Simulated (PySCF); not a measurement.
**Correlation energy of Sn⁺ (tin, charge +1)**

[Kr] 4d10 5s2 5p1, 2P determinant. Calculation: PySCF 2.14, in aug-cc-pVDZ-PP with ECP28MDF; a scalar-relativistic core potential. Frozen: 4s2 4p6 4d10; 3 electrons correlated.

MP2 pair energies summed by pair of shells (mhartree):

```
 pair  energy  share (%)
5s-5s  -15.92       59.2
5s-5p  -10.96       40.8
```

Total MP2 correlation energy: -26.88 mhartree.

Same-spin part -1.89 and opposite-spin part -25.00 mhartree; SCS-MP2 scales them by 1/3 and 6/5 to -30.62 mhartree.

| level | correlation energy (mhartree) |
| --- | --- |
| CCSD | -40.07 |
| (T) | -0.39 |
| CCSD(T) | -40.46 |

Diagnostics: T1 = 0.0098, D1 = 0.0237, largest double amplitude 0.095.

Cost of the coupled-cluster step: 0.15 s of wall time on 1 thread of Neoverse-V1 (shared host), for 3 correlated electrons.
